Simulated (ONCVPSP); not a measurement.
B (Z = 5): excitation energies, all-electron against ONCV

boron (B), optimised norm-conserving Vanderbilt (ONCV), made with ONCVPSP 4.0.1 (PW91, scalar-relativistic). Core [He], reference 2s2 2p1. Waves: 2s: rc 1.60 bohr, ncon 3, nbas 6, qcut 4.7 1/bohr, 2 projectors, debl 3.6 Ha; 2p: rc 2.60 bohr, ncon 3, nbas 7, qcut 5.8 1/bohr, 2 projectors, debl 2 Ha; d scattering state at 0.1 Ha: rc 2.30 bohr, ncon 4, nbas 7, qcut 4.7 1/bohr, 2 projectors, debl 0.4 Ha. Local part: polynomial inside 1.60 bohr (lpopt 5, dvloc0 1 Ha). Core correction: Teter function, fcfact 4.75, rcfact 1.1.

Energies are relative to the spin-unpolarised reference configuration 2s2 2p1; without spin polarisation the order of configurations can differ from experiment.

| valence configuration | charge | ΔE all-electron (eV) | error AE − PS (meV) |
| --- | --- | --- | --- |
| 2s1 2p0 | +2 | 33.736 | +166 |
| 2s0 2p3 | 0 | 11.719 | -30 |

(1) What are ΔE and the potential's error for 2s2 2p0?

(2) What are ΔE and the potential's error for 2s2 2p0.5?

Levels in the configuration 2s2 2p0:

```tsv
level	all-electron (eV)	pseudo (eV)
2s	-19.557	-19.476
```

Results:

(1) ΔE = 8.268 eV all-electron; the error (AE − PS) is +48 meV.

(2) ΔE = 2.911 eV all-electron; the error (AE − PS) is +6.6 meV.
